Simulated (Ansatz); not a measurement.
Cost and result for the atomization energy of `N=C[NH][AlH][F]` (9 atoms, 8 bonds).

```xyz
9

N    -1.8249    0.0561   -0.6665
C    -1.2482    0.0070    0.4574
N     0.1117   -0.0266    0.7355
Al    1.5153   -0.0147   -0.3686
F     1.2189    0.0452   -1.9869
H    -1.1643    0.0715   -1.4448
H    -1.8789   -0.0133    1.3506
H     0.2945   -0.0642    1.7291
H     2.9760   -0.0610    0.1942
```

Charge 0, multiplicity 1. All single points use the PBE0-D4/def2-TZVP geometry. It is one conformer, not always the lowest. Program: Ansatz. All runs use 2 threads of an AMD EPYC 7B13 on a shared host. Times are those of one run each, without the atoms' runs, and a repeat can differ threefold. Electronic energies, without spin–orbit coupling; frozen cores. CCSD(T)/CBS adds CCSD(T) − MP2 in def2-TZVPP to the MP2 limit, and its time is that of the two runs behind it. T1 = 0.014. B3LYP takes the VWN-RPA correlation (the form of Gaussian; ORCA's B3LYP/G). HSE06 is the plane-wave form, built on full-range PBE exchange.

CCSD(T)/CBS is a level of theory with its own doubt, some kJ/mol a heavy atom from the limit and from the frozen cores, so smaller differences don't rank the functionals.

```
                            level  functions  wall time
             revPBE-D4/def2-TZVPP        222      2.4 s
  PBE-D4/def2-TZVPP (with forces)        222      2.9 s
               PBE0-D4/def2-TZVPP        222      3.1 s
              HSE06-D4/def2-TZVPP        222      3.3 s
B3LYP-D4/def2-TZVPP (with forces)        222      4.3 s
                 CCSD(T)/def2-SVP         94      4.5 s
                B2PLYP/def2-TZVPP        222        6 s
                B97M-V/def2-TZVPP        222        8 s
               ωB97X-V/def2-TZVPP        222        8 s
 ωB97M-V/def2-TZVPP (with forces)        222       11 s
                   MP2/def2-QZVPP        418       21 s
               CCSD(T)/def2-TZVPP        222      110 s
                CCSD(T)/CBS(def2)          –    2.2 min
```

(1) What atomization energy does each give, and how far from CCSD(T)/CBS? (Estimate.)

Answers

(1) Ansatz gave: 
| level | atomization (kJ/mol) | difference from CCSD(T)/CBS | per bond |
| --- | --- | --- | --- |
| revPBE-D4/def2-TZVPP | 3414.7 | -5.6 | -0.7 |
| PBE-D4/def2-TZVPP (with forces) | 3516.0 | 95.7 | 12.0 |
| PBE0-D4/def2-TZVPP | 3409.3 | -11.0 | -1.4 |
| HSE06-D4/def2-TZVPP | 3412.1 | -8.2 | -1.0 |
| B3LYP-D4/def2-TZVPP (with forces) | 3432.1 | 11.8 | 1.5 |
| CCSD(T)/def2-SVP | 3184.6 | -235.7 | -29.5 |
| B2PLYP/def2-TZVPP | 3393.5 | -26.8 | -3.3 |
| B97M-V/def2-TZVPP | 3432.9 | 12.6 | 1.6 |
| ωB97X-V/def2-TZVPP | 3433.3 | 13.0 | 1.6 |
| ωB97M-V/def2-TZVPP (with forces) | 3433.2 | 12.9 | 1.6 |
| MP2/def2-QZVPP | 3464.0 | 43.7 | 5.5 |
| CCSD(T)/def2-TZVPP | 3306.0 | -114.3 | -14.3 |
| CCSD(T)/CBS(def2) | 3420.3 | 0.0 | 0.0 |

Leaving LDA and LC-ωPBE aside and taking each functional with its dispersion term where it has one, the values, not all of them listed here, spread over 230.1 kJ/mol, from BHLYP-D4 to PBE-D4. LDA lies +454.6 kJ/mol from PBE without D4, its usual overbinding. From PBE to PBE0 (25 % exact exchange), in def2-TZVPP and without D4, the atomization energy moves by −104.1 kJ/mol: exact exchange takes away binding that semilocal exchange gives to molecules. The D4 term adds +26.6 kJ/mol with B3LYP and +13.9 kJ/mol with PBE0; it sums over pairs of atoms, weighted by their polarisabilities, and B3LYP, whose exchange is more repulsive, gets the larger term.
